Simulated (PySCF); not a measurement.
**A ladder of Hamiltonians for Hg⁷⁰⁺ (mercury, charge +70)**

Occupied: 1s1/2, 2s1/2, 2p1/2, 2p3/2. Hartree-Fock calculated with PySCF 2.14 in an uncontracted even-tempered set (16 s from 19 bohr⁻², ratio 2.7; 13 p from 22 bohr⁻², ratio 2.7), Gaussian nucleus throughout. NR is non-relativistic, sf-X2C the spin-free one-electron X2C Hamiltonian, X2C adds the bare one-electron spin-orbit term, X2C-SNSO screens it by Boettger's factors, DC is four-component Dirac-Coulomb, and the Gaunt and Breit terms are added at first order (total energies over the DC spinors, levels after relaxing the spinors in that mean field). QED terms are absent. Levels marked empty are virtual spinors of this ion.

```tsv
Hamiltonian	E (hartree)	E − E(DC) (hartree)	CPU seconds
NR	-12112.8983	1069.8528	0.13
sf-X2C	-13150.2481	32.5030	0.1
X2C	-13176.9933	5.7577	0.1
X2C-SNSO	-13175.5480	7.2030	0.1
DC	-13182.7511	0.0000	5.2
DC+Gaunt	-13164.3258	18.4252	8.5
DC+Breit	-13165.9026	16.8485	28
```

| level (eV) | NR | sf-X2C | X2C | X2C-SNSO | DC | DC+Gaunt | DC+Breit |
| --- | --- | --- | --- | --- | --- | --- | --- |
| 1s1/2 | -81958.6 | -90174.6 | -90148.3 | -90149.8 | -90264.3 | -89958.7 | -89978.7 |
| 2s1/2 | -18743.4 | -21139.5 | -21132.9 | -21133.3 | -21150.5 | -21116.2 | -21118.7 |
| 2p1/2 | -18327.3 | -19138.8 | -20640.2 | -20594.3 | -20608.2 | -20547.9 | -20553.7 |
| 2p3/2 | -18327.3 | -19138.8 | -18562.8 | -18576.3 | -18587.7 | -18548.9 | -18554.7 |
| 3s1/2 (empty) | -7846.0 | -8618.2 | -8617.0 | -8617.1 | -8621.3 | -8611.9 | -8613.1 |
| 3p1/2 (empty) | -7713.1 | -8046.4 | -8452.6 | -8440.4 | -8444.1 | -8428.3 | -8430.4 |
| 3p3/2 (empty) | -7713.1 | -8046.4 | -7887.4 | -7891.1 | -7893.6 | -7883.4 | -7885.5 |

| interval (eV) | X2C | X2C-SNSO | DC | DC+Gaunt | DC+Breit |
| --- | --- | --- | --- | --- | --- |
| 2p3/2 − 2p1/2 | 2077 | 2018 | 2020 | 1999 | 1999 |
| 3p3/2 − 3p1/2 | 565.2 | 549.2 | 550.5 | 544.9 | 544.9 |

Weight of the small component: 1s1/2 0.0927, 2s1/2 0.0219, 2p1/2 0.0218, 2p3/2 0.0195, 3s1/2 0.00876, 3p1/2 0.00864, 3p3/2 0.00805.

Koopmans' value for the highest occupied level at DC+Breit: 18554.7 eV, against an ionisation energy of 18550 ± 60 eV (theoretical estimate listed by NIST; NIST Atomic Spectra Database, ionization energies); the former lacks relaxation, correlation, QED and recoil.

The whole ladder took 43 s of wall time on 1 thread of AMD EPYC 9R45 96-Core Processor (shared host), launched as `OMP_NUM_THREADS=1 python relrun2.py TASK.json OUT` (a driver that calls PySCF for each Hamiltonian).
